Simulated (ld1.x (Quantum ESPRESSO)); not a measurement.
**u(r) = r·R(r): atom against pseudo-atom (P (Z = 15))**

Columns: radius, all-electron u(r) and pseudo u(r) of the 3p shell (level -14.22 eV) of phosphorus in the configuration [Ne] 3s2 3p2; PBE, scalar-relativistic, TM scheme, ld1.x (Quantum ESPRESSO) 7.5.

```json
{"r (bohr)": "0.095", "all-electron": "0.1355", "pseudo": "-0.0053"}
{"r (bohr)": "0.190", "all-electron": "0.2806", "pseudo": "-0.0212"}
{"r (bohr)": "0.285", "all-electron": "0.3284", "pseudo": "-0.0472"}
{"r (bohr)": "0.380", "all-electron": "0.2924", "pseudo": "-0.0827"}
{"r (bohr)": "0.475", "all-electron": "0.2036", "pseudo": "-0.1269"}
{"r (bohr)": "0.570", "all-electron": "0.0883", "pseudo": "-0.1786"}
{"r (bohr)": "0.665", "all-electron": "-0.0359", "pseudo": "-0.2364"}
{"r (bohr)": "0.760", "all-electron": "-0.1579", "pseudo": "-0.2986"}
{"r (bohr)": "0.855", "all-electron": "-0.2712", "pseudo": "-0.3634"}
{"r (bohr)": "0.950", "all-electron": "-0.3723", "pseudo": "-0.4284"}
{"r (bohr)": "1.045", "all-electron": "-0.4599", "pseudo": "-0.4913"}
{"r (bohr)": "1.140", "all-electron": "-0.5339", "pseudo": "-0.5499"}
{"r (bohr)": "1.235", "all-electron": "-0.5948", "pseudo": "-0.6018"}
{"r (bohr)": "1.330", "all-electron": "-0.6431", "pseudo": "-0.6456"}
{"r (bohr)": "1.425", "all-electron": "-0.6795", "pseudo": "-0.6802"}
{"r (bohr)": "1.520", "all-electron": "-0.7049", "pseudo": "-0.7050"}
{"r (bohr)": "1.615", "all-electron": "-0.7207", "pseudo": "-0.7207"}
{"r (bohr)": "1.710", "all-electron": "-0.7278", "pseudo": "-0.7278"}
{"r (bohr)": "1.805", "all-electron": "-0.7277", "pseudo": "-0.7277"}
{"r (bohr)": "1.900", "all-electron": "-0.7213", "pseudo": "-0.7213"}
{"r (bohr)": "1.995", "all-electron": "-0.7096", "pseudo": "-0.7096"}
{"r (bohr)": "2.090", "all-electron": "-0.6938", "pseudo": "-0.6938"}
{"r (bohr)": "2.185", "all-electron": "-0.6745", "pseudo": "-0.6745"}
{"r (bohr)": "2.280", "all-electron": "-0.6527", "pseudo": "-0.6527"}
{"r (bohr)": "2.375", "all-electron": "-0.6288", "pseudo": "-0.6288"}
{"r (bohr)": "2.470", "all-electron": "-0.6035", "pseudo": "-0.6035"}
```

Question: How many radial nodes do the two functions have?

Answer: The all-electron 3p function has n − l − 1 = 1; the pseudo-wave has 0, since the states of the same l below it are removed with the core.

Question: At about which radius was the pseudo-wave matched?

Answer: 1.80 bohr. The columns agree to 0.0005 from 1.52 bohr on; several derivatives are matched, so the curves merge somewhat inside the radius.

Question: Is the pseudo-wave norm-conserving?

Answer: Yes: the TM scheme keeps the norm inside the radius equal to the all-electron one, which fixes the energy derivative of the logarithmic derivative at the level.
